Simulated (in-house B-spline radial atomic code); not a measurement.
Results of a calculation; reference values are marked as such.
## Two electrons in InAs: a Gaussian well −V exp(−r²/w²) with V = 34.4 meV and w = 69.7 nm

For InAs the NSM archive of the Ioffe Institute lists m* = 0.023 m0 and ε = 15.15. In so narrow a gap the band flattens within tens of meV, so real spacings are smaller, by up to some tenths.

Effective-mass model with parabolic bands, a uniform dielectric constant, no image charges, no central-cell or spin-orbit terms. Two-electron levels come from full CI in B-splines with partial waves to l = 5 (up to 0.001 effective hartree above the limit).

What are the effective units, and what is the potential in them?

Ha* = 27211.386 meV × 0.023/15.15² = 2.727 meV and a* = 0.0529177 nm × 15.15/0.023 = 34.86 nm. V = 12.6 Ha* and w = 2.0 a*.

In these units the lowest s and p orbitals lie at -9.0746 and -6.8955, and their Coulomb and exchange integrals are J_ss = 1.1856, J_sp = 0.9647 and K_sp = 0.1878. Full CI gives -17.0368 for the ground singlet, -15.2117 for the sp triplet, -14.8910 for the sp singlet and -13.4198 for the lowest triplet of two s orbitals.

What does it cost to add the second electron, to first order and exactly?

To first order E = 2ε_s + J_ss = -16.9636, so the charging energy E(2) − 2E(1) is J_ss = 3.233 meV. CI gives -17.0368 − 2 × (-9.0746) = 1.1125, or 3.033 meV: relaxation and correlation lower it by 0.1994 meV, 6.2 % of J_ss. The s² configuration of one-electron orbitals holds 98.6 % of the state, and the mean radius is 27.9 nm. The second electron is bound by ε_s − E = 21.71 meV, against 24.74 meV for the first.

How far above the singlet do the triplets lie?

To first order the sp triplet lies at ε_s + ε_p + J_sp − K_sp = -15.1933, which is 4.827 meV above 2ε_s + J_ss. CI gives -15.2117 − (-17.0368) = 1.8251, or 4.977 meV, 84 % of the orbital spacing of 5.942 meV. The ss triplet lies 9.863 meV up, so the lower of the two is the sp one, and its gap equals k_BT at 57.8 K. The sp singlet-triplet splitting is 0.8746 meV, against 2K_sp = 1.024 meV.
